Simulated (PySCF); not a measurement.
# Vanadium: a sound run and one with changed settings

Sound run: V [Ar] 3d3 4s2, V⁺ [Ar] 3d4. Calculation: PySCF 2.14, in aug-cc-pVDZ-DK (7s6p4d2f, 59 functions); scalar relativity by spin-free X2C-1e. In the sound run the correlated levels freeze [Ar]. The sound run starts from symmetry-adapted Hartree-Fock orbitals and uses a fine grid where one is needed.

Changed run: all electrons correlated in a basis built for the valence shell.

| species | method | sound run (hartree) | changed run (hartree) | converged |
| --- | --- | --- | --- | --- |
| V | MP2 | -948.19184 | -948.37006 | yes |
| V⁺ | MP2 | -947.95202 | -948.12903 | yes |

Ionisation energy of V:

| method | sound run (eV) | changed run (eV) |
| --- | --- | --- |
| UHF | 6.160 | 6.160 |
| MP2 | 6.526 | 6.559 |
| SCS-MP2 | 6.999 | 6.972 |

A valence basis has no tight correlating functions, so it recovers only part of the core correlation, and not evenly between atom and ion.

For comparison, NIST gives 6.746 eV between the lowest levels.
